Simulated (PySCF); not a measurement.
Atomic charges against the basis set

BF₄ (charge -1).
Atom-mapped SMILES: `[F:1][B-:2]([F:3])([F:4])[F:5]`

PBE0 throughout (PySCF), one geometry, spherical d and f functions. Geometry: PBE0-D3(BJ)/def2-SVP; no solvent, vibrations or thermal averaging. Atoms taken as equivalent share a column and are averaged.

Mulliken charges (e):

```csv
basis,functions,F1/F3/F4/F5,B2
STO-3G,25,-0.310,+0.239
6-31G,45,-0.444,+0.775
pcSseg-0,45,-0.458,+0.833
6-31G*,70,-0.431,+0.726
def2-SVP,70,-0.306,+0.225
cc-pVDZ,70,-0.295,+0.181
pcSseg-1,85,-0.445,+0.780
aug-cc-pVDZ,115,-0.563,+1.253
"6-311+G(2d,p)",135,-0.693,+1.771
cc-pVTZ,150,-0.360,+0.441
def2-TZVP,155,-0.420,+0.679
IGLO-III,175,-0.520,+1.078
```

IAO charges (e):

```json
{"basis": "STO-3G", "functions": "25", "F1/F3/F4/F5": "-0.350", "B2": "+0.401"}
{"basis": "6-31G", "functions": "45", "F1/F3/F4/F5": "-0.445", "B2": "+0.779"}
{"basis": "pcSseg-0", "functions": "45", "F1/F3/F4/F5": "-0.434", "B2": "+0.738"}
{"basis": "6-31G*", "functions": "70", "F1/F3/F4/F5": "-0.457", "B2": "+0.827"}
{"basis": "def2-SVP", "functions": "70", "F1/F3/F4/F5": "-0.451", "B2": "+0.804"}
{"basis": "cc-pVDZ", "functions": "70", "F1/F3/F4/F5": "-0.452", "B2": "+0.809"}
{"basis": "pcSseg-1", "functions": "85", "F1/F3/F4/F5": "-0.457", "B2": "+0.827"}
{"basis": "aug-cc-pVDZ", "functions": "115", "F1/F3/F4/F5": "-0.459", "B2": "+0.838"}
{"basis": "6-311+G(2d,p)", "functions": "135", "F1/F3/F4/F5": "-0.461", "B2": "+0.844"}
{"basis": "cc-pVTZ", "functions": "150", "F1/F3/F4/F5": "-0.462", "B2": "+0.849"}
{"basis": "def2-TZVP", "functions": "155", "F1/F3/F4/F5": "-0.464", "B2": "+0.854"}
{"basis": "IGLO-III", "functions": "175", "F1/F3/F4/F5": "-0.463", "B2": "+0.851"}
```

Hirshfeld charges (e):

| basis | functions | F1/F3/F4/F5 | B2 |
| --- | --- | --- | --- |
| STO-3G | 25 | -0.278 | +0.114 |
| 6-31G | 45 | -0.288 | +0.153 |
| pcSseg-0 | 45 | -0.287 | +0.147 |
| 6-31G* | 70 | -0.285 | +0.141 |
| def2-SVP | 70 | -0.284 | +0.136 |
| cc-pVDZ | 70 | -0.282 | +0.126 |
| pcSseg-1 | 85 | -0.292 | +0.166 |
| aug-cc-pVDZ | 115 | -0.288 | +0.152 |
| 6-311+G(2d,p) | 135 | -0.292 | +0.169 |
| cc-pVTZ | 150 | -0.288 | +0.153 |
| def2-TZVP | 155 | -0.290 | +0.158 |
| IGLO-III | 175 | -0.290 | +0.162 |

Which scheme is steadiest as the basis changes?

Largest range over the bases for any column: Hirshfeld 0.05 e, IAO 0.45 e, Mulliken 1.59 e. Hirshfeld charges move least and Mulliken charges most, counted in e. Without the minimal STO-3G basis the ranges are Hirshfeld 0.04, IAO 0.12, Mulliken 1.59 e.

How much do the charges still move between the two largest bases, def2-TZVP and IGLO-III?

At most, over all atoms: Mulliken 0.399 e, IAO 0.003 e, Hirshfeld 0.004 e.

What do the same runs give for the total energy and the frontier levels?

```
        basis  energy (Eh)  HOMO (eV)  LUMO (eV)
       STO-3G    -417.8461       3.65      22.58
        6-31G    -424.0206      -3.99      12.29
     pcSseg-0    -423.1763      -3.85      10.78
       6-31G*    -424.0855      -3.52      12.99
     def2-SVP    -423.7836      -3.96       9.85
      cc-pVDZ    -424.1215      -3.82      11.44
     pcSseg-1    -424.0927      -4.36      10.54
  aug-cc-pVDZ    -424.1728      -4.74       4.38
6-311+G(2d,p)    -424.2699      -4.76       4.74
      cc-pVTZ    -424.2831      -4.40       9.20
    def2-TZVP    -424.3120      -4.59       6.85
     IGLO-III    -424.3208      -4.66       5.99
```

Where the HOMO energy of this anion is positive, the outermost electrons may be held by the finite basis alone.
